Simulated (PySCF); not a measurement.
Compound: B2BrH3O.
Atom-mapped SMILES: `[BH2:1][O:2][BH:3][Br:4]` (hydrogens: H5, H6 on B1; H7 on B3)

Computed by this run: PBE0-D3(BJ)/def2-SVP geometry optimisation, gas phase in PySCF; density fitting, grid level 1; the optimiser is geomeTRIC in internal coordinates, started from a GFN2-xTB structure with every atom displaced at random (about 0.01 Å).

Step 0: E = -73474.0900 eV
```
atom  x, y, z in Å  |  force x, y, z in eV/Å
B1     -1.3728   -0.1102   -0.2373   -2.438  -0.374  -1.064
O2     -0.1855    0.2860    0.0522    0.279   0.211   0.133
B3      1.0237    0.5880    0.3285    2.660   0.224   0.531
Br4     2.3905   -0.7746    0.2964   -0.031  -0.040  -0.012
H5     -1.7457   -0.0497   -1.3753   -0.005  -0.081  -0.302
H6     -2.1081   -0.4397    0.6207   -0.420  -0.343   0.653
H7      1.3870    1.6811    0.6191   -0.045   0.403   0.061
```

Step 1: E = -73474.2560 eV
```
atom  x, y, z in Å  |  force x, y, z in eV/Å
B1     -1.4308   -0.0978   -0.2522    0.450   0.068   0.159
O2     -0.1792    0.2957    0.0574   -0.075  -0.047  -0.009
B3      1.0889    0.5904    0.3397   -0.453   0.018  -0.057
Br4     2.4111   -0.7841    0.2978    0.148  -0.143  -0.006
H5     -1.7627   -0.0630   -1.4080   -0.069   0.024  -0.106
H6     -2.1491   -0.4706    0.6431   -0.031   0.018   0.012
H7      1.4109    1.7104    0.6264    0.029   0.063   0.006
```

Task: Estimate the geometry and energy of step 2. (The exact step hangs on the optimiser's Hessian estimate; all steps are aligned on step 1, rigid shifts and turns removed.)

Result: E = -73474.2597 eV, largest force 0.165 eV/Å
```
atom  x, y, z in Å  |  force x, y, z in eV/Å
B1     -1.4247   -0.1023   -0.2548    0.112   0.092   0.079
O2     -0.1790    0.2897    0.0573    0.028  -0.078  -0.034
B3      1.0840    0.5857    0.3422   -0.137   0.020  -0.041
Br4     2.4266   -0.7852    0.3010   -0.026   0.003   0.002
H5     -1.7737   -0.0563   -1.4104    0.020  -0.007  -0.005
H6     -2.1465   -0.4615    0.6444   -0.019  -0.022  -0.008
H7      1.4024    1.7108    0.6246    0.022  -0.008   0.007
```

The energy changes by -0.0038 eV. The first-order estimate −F·Δx gives -0.0078 eV and the mean of the old and new forces, exact on a quadratic surface, -0.0038 eV. The step makes an angle of 67° with the force vector and moves no atom by more than 0.016 Å.

The cost below is that of the whole optimisation. The run took 15 s wall on Arm Neoverse V1, one thread, shared host with 32 logical CPUs at a one-minute load of 9.9, and the process peaked at 0.35 GiB of memory.
